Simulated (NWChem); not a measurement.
## Lowest excitation of ClLi

```
Li
Cl 1 2.0007
```
Charge 0, spin multiplicity 1.

Everything below was run with NWChem. Structure: optimised with B3LYP/def2-SVP, a minimum by its harmonic frequencies.

Basis set: aug-cc-pVDZ.

```
method          lowest vertical singlet excitation energy (eV)  relative cost  difference from EOM-CCSD
--------------  ----------------------------------------------  -------------  ------------------------
TD-PBE                                                    4.02              1                     -1.31
TD-LDA (SVWN5)                                            4.27        under 3                     -1.06
EOM-CCSD                                                  5.33        under 3                      0.00
TD-B3LYP                                                  4.39        under 3                     -0.94
CIS                                                       5.98        under 3                     +0.65
```

The values span 1.96 eV, from TD-PBE (lowest) to CIS (highest). The cost column gives rough processor time relative to TD-PBE; each entry includes its own SCF.

The correlated methods keep 5 core orbitals frozen. B3LYP has NWChem's definition, with VWN1-RPA local correlation. The structure started from a generated list of species. No row is a measurement; the coupled-cluster row has its own basis-set and correlation limits.
